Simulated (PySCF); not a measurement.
# CaF2: bend–stretch map

All numbers come from PBE/[Ca def2-TZVP, F def2-TZVP], no relativity, density fitting, PySCF.

Rigid scan from the singlet minimum (Ca–F 2.000 Å (×2); F–Ca–F 139.3°). Coordinate: rows scale both bonds, columns set the F–Ca–F angle. Energies in kJ/mol from the minimum.

(1) Give the energy map for rows 0.94, 0.97, 1.00, 1.03, 1.06, 1.10 and columns 90, 105, 120, 135, 150, 165, 180.

(2) And the size of the dipole moment (D) on the same grid?

Answers

(1) 
| scale \ angle | 90 | 105 | 120 | 135 | 150 | 165 | 180 |
| --- | --- | --- | --- | --- | --- | --- | --- |
| 0.94 | 61.3 | 35.1 | 25.2 | 25.4 | 31.7 | 39.1 | 42.2 |
| 0.97 | 47.2 | 19.9 | 8.0 | 5.6 | 8.7 | 13.6 | 15.7 |
| 1.00 | 46.4 | 18.2 | 4.8 | 0.2 | 1.0 | 3.9 | 5.3 |
| 1.03 | 55.7 | 26.8 | 12.2 | 5.9 | 4.8 | 6.3 | 7.1 |
| 1.06 | 72.5 | 43.3 | 27.6 | 20.1 | 17.4 | 17.8 | 18.2 |
| 1.10 | 103.3 | 73.8 | 57.3 | 48.4 | 44.2 | 43.5 | 43.6 |

(2) 
```json
{"scale \\ angle": "0.94", "90": "7.94", "105": "7.04", "120": "5.95", "135": "4.67", "150": "3.23", "165": "1.66", "180": "0.00"}
{"scale \\ angle": "0.97", "90": "8.36", "105": "7.40", "120": "6.24", "135": "4.89", "150": "3.37", "165": "1.73", "180": "0.00"}
{"scale \\ angle": "1.00", "90": "8.77", "105": "7.75", "120": "6.52", "135": "5.09", "150": "3.51", "165": "1.79", "180": "0.00"}
{"scale \\ angle": "1.03", "90": "9.16", "105": "8.08", "120": "6.79", "135": "5.30", "150": "3.64", "165": "1.86", "180": "0.00"}
{"scale \\ angle": "1.06", "90": "9.54", "105": "8.41", "120": "7.05", "135": "5.49", "150": "3.77", "165": "1.92", "180": "0.00"}
{"scale \\ angle": "1.10", "90": "10.01", "105": "8.82", "120": "7.38", "135": "5.74", "150": "3.93", "165": "2.00", "180": "0.00"}
```

The bond scale of lowest energy on the grid is 1.00 at 90°, 1.00 at 105°, 1.00 at 120°, 1.00 at 135°, 1.00 at 150°, 1.00 at 165°, 1.00 at 180°.

Other isomers or separated fragments may lie lower.
